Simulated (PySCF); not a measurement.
C4H6OS, SMILES C=C1O[C@@H](C)S1. Heavy atoms are numbered as in [CH2:1]=[C:2]1[O:3][C@@H:4]([CH3:5])[S:6]1. Hydrogens are named by the atom that carries them.

Coordinates come from a B3LYP-D3(BJ)/def2-SVP optimisation. The structure was generated by enumeration; whether it is a known compound was not checked.

Computed with PBE/def2-TZVP in PySCF.

ESP charges are fitted to the potential on shells at 1.4 to 2.0 van der Waals radii. Atomic charges (e), one atom of each kind:

```csv
atom,meta-Löwdin,Löwdin,ESP fit,Mulliken
C1 (CH2),-0.39,-0.28,-0.86,-0.37
C2,0.13,-0.53,0.38,0.17
O3,___,0.26,-0.29,-0.21
C4 (CH),0.09,-0.46,0.36,0.11
C5 (CH3),___,-0.31,-0.44,-0.34
S6,___,0.53,-0.18,-0.11
H on C1,0.14,0.13,0.31,0.13
H on C4,___,0.13,0.03,0.12
H on C5,0.13,0.13,0.13,0.13
```

**Question.** Some entries are withheld; supply them. (An estimate is asked for; the answer gives what the named calculation found.)

**Answer.** 
- O3, meta-Löwdin: -0.31
- C5 (CH3), meta-Löwdin: -0.36
- S6, meta-Löwdin: 0.05
- H on C4, meta-Löwdin: 0.12

**Question.** Give the Mayer and Wiberg (Löwdin basis) orders of the bonds. (Estimate from the structure and the level; the computed values follow.)

**Answer.** 
| bond | Mayer | Wiberg |
|---|---|---|
| C1–C2 | 1.78 | 2.12 |
| C2–O3 | 1.10 | 1.55 |
| O3–C4 | 0.97 | 1.36 |
| C4–C5 | 1.01 | 1.34 |
| C2–S6 | 1.15 | 1.42 |
| C4–S6 | 1.02 | 1.27 |
